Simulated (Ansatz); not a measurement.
```yaml
atoms:
  - { symbol: Mg, position_ang: [0.0000, 0.0000, -0.6431] }
  - { symbol: O, position_ang: [0.0000, 0.0000, 0.9647] }
```

Basis set: 6-31G* (spherical functions). Left uncorrelated: 2 orbitals. Charge 0, multiplicity 1.

Computed with Ansatz (development build ahead of 0.2.0); each method stands on the lowest determinant of its kind that the runs found. Restricted open shells among the atoms or ions are ROHF, correlated in semicanonical orbitals with singles.

(1) Give the atomization energy at this shape (free ground-state atoms in the same class of orbitals less the molecule, no zero-point energy) of singlet MgO by RHF-MP2, RHF.

## Answers

(1)

| method | atomization energy |
| --- | --- |
| RHF-MP2 | 2.21 eV |
| RHF | -1.62 eV |

Caution: in another basis set an unrestricted determinant lies well below; the shape is not the minimum. Caution for RHF: the molecule lies well above its atoms at this level.
